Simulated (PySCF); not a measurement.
Ge(H)2(F)(Et) (C₂H₇FGe), SMILES C[CH2][GeH2][F]. Atoms are numbered in the order given.

```xyz
11

Ge     0.5380     0.3995    -0.1722
F      1.2038    -0.8568     0.8636
C     -1.2346    -0.2336    -0.7095
C     -2.1309    -0.5624     0.4884
H      0.4799     1.6703     0.7026
H      1.5247     0.5525    -1.3483
H     -1.6868     0.5428    -1.3508
H     -1.0837    -1.1199    -1.3478
H     -1.6669    -1.3279     1.1295
H     -2.3111     0.3268     1.1146
H     -3.1128    -0.9435     0.1644
```
Charge 0, spin multiplicity 1.

Coordinates come from a B3LYP-D3(BJ)/def2-SVP optimisation. The values are those of a single conformer.

These are PBE0/pcSseg-1 run with PySCF values and carry that method's errors.

GIAO shieldings, no solvent; atoms listed in one row are averaged. δ = σ(ref) − σ: ⁷³Ge against GeH4 (σ = 1658.3 ppm); ¹⁹F against CFCl3 (σ = 167.2 ppm); ¹³C against TMS (σ = 186.3 ppm); ¹H against TMS (σ = 31.56 ppm), references at their B3LYP-D3(BJ)/def2-TZVP geometries, non-relativistic.

```
nucleus         atoms  count  δ (ppm)
-------  ------------  -----  -------
⁷³Ge              Ge1      1    371.9
¹⁹F                F2      1   -264.0
¹³C                C3      1     15.7
¹³C                C4      1     11.7
¹H                 H6      1     5.81
¹H                 H5      1     5.67
¹H                 H8      1     1.65
¹H       H9, H10, H11      3     1.63
¹H                 H7      1     0.95
```
